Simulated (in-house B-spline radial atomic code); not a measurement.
How numerical settings move a run on Ti, [Ar] 3d2 4s2. Computed with a B-spline radial code for spherical atoms: scalar-relativistic (X2C) BLYP, spin-polarised, spherical fractional occupations, Fermi nucleus of rms radius 3.5921 fm.

Command:
```bash
python run_scf.py task.json out
```
Settings of the sound reference run:
```
Z                22
electrons        22
configuration    [Ar] 3d2 4s2
hamiltonian      x2c
method           b88,lyp
spin_polarised   True
nucleus          fermi
rms_radius       3.5921
mass_number      48
atomic_mass      47.94794
speed_of_light   137.036
knot_spacing     0.22
spline_order     8
gauss_points     12
box_radius       50
max_iterations   70
damping          0.5
damped_steps     3
diis_vectors     10
tolerance        1e-08
start            Thomas-Fermi
```

Run time, properties included: 0.47 s on 1 thread of Arm Neoverse N1 (shared host).

It converges in 10 iterations to -853.754091 hartree, with 4s down at -4.0935 eV. The other runs change the listed settings, some to values that make no sense; their results aren't properties of the atom or ion. Radii are in bohr (the nuclear one in fm), a minus after a letter asks for a j subshell, and «unchanged» means within 1e-8 hartree. The run stops when the residual is below 10 × tolerance × max(1, Z/10), or a noise floor if that is larger, and the energy moves by less than 1e-8 × √|E| hartree; so very loose and very tight tolerances often act alike.

| changed settings | outcome |
| --- | --- |
| hamiltonian = dirac, method = scan,scan, spin_polarised = False | stopped with error: meta-GGAs are not served with the Dirac Hamiltonian |
| knot_spacing = 0.75 | converged in 10 iterations, energy +3.86e-01 hartree from the reference, 4s down level -2.2e-03 eV |
| knot_spacing = 2 | converged in 10 iterations, energy +1.21e+02 hartree from the reference, 4s down level -1.3e-01 eV (the program warns: 2s up reaches the box edge; 2s down reaches the box edge) |
| knot_spacing = 0.15 | converged in 10 iterations, energy -4.78e-07 hartree from the reference, 4s down level -3.7e-06 eV |
| knot_spacing = 0.4 | converged in 10 iterations, energy +1.74e-04 hartree from the reference, 4s down level +1.6e-04 eV |
| knot_spacing = 1 | converged in 11 iterations, energy +3.13e+00 hartree from the reference, 4s down level +6.9e-02 eV |
| box_radius = 15, max_iterations = 3, damped_steps = 0, start = bare nucleus | not converged after 3 iterations, last residual 4.6e-01, last energy +6.62e+00 hartree from the reference |
| knot_spacing = 0.1 | converged in 10 iterations, energy -7.92e-07 hartree from the reference, 4s down level -3.3e-06 eV |
| knot_spacing = 0.55, first_knot = 0.136, max_iterations = 8, tolerance = 0.01 | not converged after 8 iterations, last residual 3.9e-05, last energy +6.05e-01 hartree from the reference |
| knot_spacing = 0.3 | converged in 10 iterations, energy +5.84e-06 hartree from the reference, 4s down level +9.9e-06 eV |
| damping = 0.95 | converged in 12 iterations, energy unchanged, 4s down level -1.9e-06 eV |
| knot_spacing = 0.55 | converged in 10 iterations, energy +9.17e-03 hartree from the reference, 4s down level +3.8e-04 eV |
| knot_spacing = 0.55, box_radius = 7.5, max_iterations = 60, start = bare nucleus | converged in 11 iterations, energy +1.58e-02 hartree from the reference, 4s down level +5.5e-01 eV (the program warns: 4s down reaches the box edge; 3d up reaches the box edge) |
| tolerance = 1e-13 | converged in 10 iterations, energy unchanged |

Q: What happens with damping = 0?

A: Converged in 12 iterations, energy unchanged, 4s down level -4.8e-06 eV.

Q: What happens with electrons = 23, configuration = [Ar] 3d2 4s2 2f1, max_iterations = 50?

A: Stopped with error: there is no 2f shell.

Q: What happens with tolerance = 1e-06?

A: Converged in 9 iterations, energy unchanged, 4s down level -5.2e-05 eV.

Q: What happens with max_iterations = 100, damped_steps = 0, start = bare nucleus?

A: Converged in 11 iterations, energy unchanged, 4s down level +1.8e-06 eV.
